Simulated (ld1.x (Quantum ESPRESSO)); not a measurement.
## Hf, RRKJ: configuration errors across variants

ld1.x (Quantum ESPRESSO) 7.5 input, shortened:

```
&input
   title='Hf', zed=72., rel=1, dft='PBE', iswitch=3,
   config='[Xe] 4f14 5d2 6s2 6p0'
 /
 &inputp
   pseudotype=2, tm=.false., rho0=0.02, lloc=0,
   nlcc=.true.
 /
3
6P  2  1   0.00   0.00  4.00  4.00  0.0
5D  3  2   2.00   0.00  2.90  2.90  0.0
6S  1  0   2.00   0.00  3.15  3.15  0.0
 &test
   configts(1)='5d2 6s2 6p0'
 /
```

All-electron excitation energies from the reference (eV): (1) 5d2 6s1 6p0 7.976; (2) 5d2 6s0 6p0 22.156; (3) 5d1 6s0 6p0 43.950; (4) 5d1 6s2 6p0 6.498; (5) 5d2 6s0 6p2 7.862; (6) 5d2 6s0 6p1 12.655; (7) 5d1 6s2 6p1 1.962.

The default core radius of the base comes out at 1.96 bohr.

1 further variants failed, have other tests or another functional or relativity, and are left out.

Errors AE − PS in meV (a dash: test not solved or not reliable):

```csv
change,(1),(2),(3),(4),(5),(6),(7),bound ghosts
base,-7.7,-54,-269,-27,-50,-42,-66,none
wave 5d (bound): rc 2.90 bohr becomes 5d (bound): rc 2.08 bohr,-8.3,-49,-286,-51,-47,-39,-96,none
core correction a·sin(br)/r model core inside 2.44 bohr,-3.8,-26,-180,+0.1,-46,-33,-30,none
"all radii but the core radius scaled by about 0.73 (s 2.32, p 2.94, d 2.12 bohr)",-7.1,-43,-283,-44,-16,-13,-67,none
"type PAW; waves now 6s (bound): rcut 2.75, rcutus 3.15 bohr; 6s channel at -0.05 Ry: rcut 2.75, rcutus 3.15 bohr; 6p (bound): rcut 3.50, rcutus 4.00 bohr; 6p channel at 0.55 Ry: rcut 3.50, rcutus 4.00 bohr; 5d (bound): rcut 2.50, rcutus 2.90 bohr; 5d channel at 0.8 Ry: rcut 2.50, rcutus 2.90 bohr; local potential all-electron potential smoothed inside 2.25 bohr (lloc = -2); augmentation BESSEL, radius 2.30 bohr; rho0 0",-5.3,-30,-332,–,–,–,–,none
```

Task: Give the same row for: local potential the p channel.

Result: -8.0, -77, -392, -5.6, -39, -35, -38; bound ghosts: none.
